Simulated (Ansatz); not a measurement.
Geometry optimisation, Ansatz 0.2.0, RKS B3LYP-D4/def2-SVP.

input.yaml

```yaml
crystal:
  periodic: [false, false, false]
  atoms:
    - { symbol: "N", position_ang: [-0.4101, 1.4812, 0.1517] }
    - { symbol: Al, position_ang: [0.5941, -0.0278, 0.4967] }
    - { symbol: F, position_ang: [0.03196, -1.59607, -0.10022] }
    - { symbol: P, position_ang: [2.52442, 0.05983, 1.74032] }
    - { symbol: H, position_ang: [0.0637, 2.336, 0.5127] }
    - { symbol: H, position_ang: [-0.479, 1.6599, -0.899] }
    - { symbol: H, position_ang: [1.95287, 0.91992, 2.76221] }
    - { symbol: H, position_ang: [3.03744, 1.21567, 0.96019] }
basis:
  gaussian: { orbitals: def2-SVP }
hamiltonian:
  xc: b3lyp
  dispersion: d4
relax:
  f_tol: 0.015
  max_steps: 40
output:
  orbitals: {}
```

Run as:

```bash
$ ansatz run input.yaml --threads 1 --pin off --max-ram 2048MiB --backend cpu --events-out ev --progress --plain --runs-dir out
```

Where does it end, and by what steps?

The forces met the threshold. After 26 steps the energy has fallen by 0.586 eV; H8 moved furthest, 1.41 Å.

| step | energy less start (eV) | largest force component (eV/Å) | accepted |
| --- | --- | --- | --- |
| 0 | 0.0000 | 2.167 | yes |
| 1 | -0.2595 | 1.497 | yes |
| 2 | -0.3626 | 1.971 | yes |
| 3 | -0.5107 | 0.329 | yes |
| 4 | -0.5206 | 0.308 | yes |
| 5 | -0.5291 | 0.076 | yes |
| 6 | -0.5189 | 0.720 | no |
| 7 | -0.5339 | 0.050 | yes |
| 8 | -0.5365 | 0.203 | yes |
| 9 | -0.5344 | 0.537 | no |
| 10 | -0.5418 | 0.127 | yes |
| 11 | -0.5470 | 0.101 | yes |
| 12 | -0.5531 | 0.207 | yes |
| 13 | -0.5514 | 0.561 | no |
| 14 | -0.5605 | 0.140 | yes |
| 15 | -0.5666 | 0.098 | yes |
| 16 | -0.5728 | 0.140 | yes |
| 17 | -0.5625 | 0.498 | no |
| 18 | -0.5781 | 0.064 | yes |
| 19 | -0.5807 | 0.123 | yes |
| 20 | -0.5772 | 0.289 | no |
| 21 | -0.5839 | 0.034 | yes |
| 22 | -0.5850 | 0.029 | yes |
| 23 | -0.5853 | 0.056 | yes |
| 24 | -0.5855 | 0.031 | yes |
| 25 | -0.5854 | 0.027 | no |
| 26 | -0.5855 | 0.010 | yes |

```xyz
8
Properties=species:S:1:pos:R:3
N -0.419 1.491 0.095
Al 0.731 0.191 0.416
F 0.684 -1.140 -0.593
P 2.201 0.180 2.219
H -0.483 2.360 0.615
H -1.111 1.478 -0.650
H 2.395 1.597 2.152
H 3.317 -0.109 1.371
```

Whether the end is a true minimum wasn't checked by a vibrational analysis.

Run time: 2.5 min on 1 thread of Arm Neoverse N1 (shared host), peak memory 0.16 GiB.
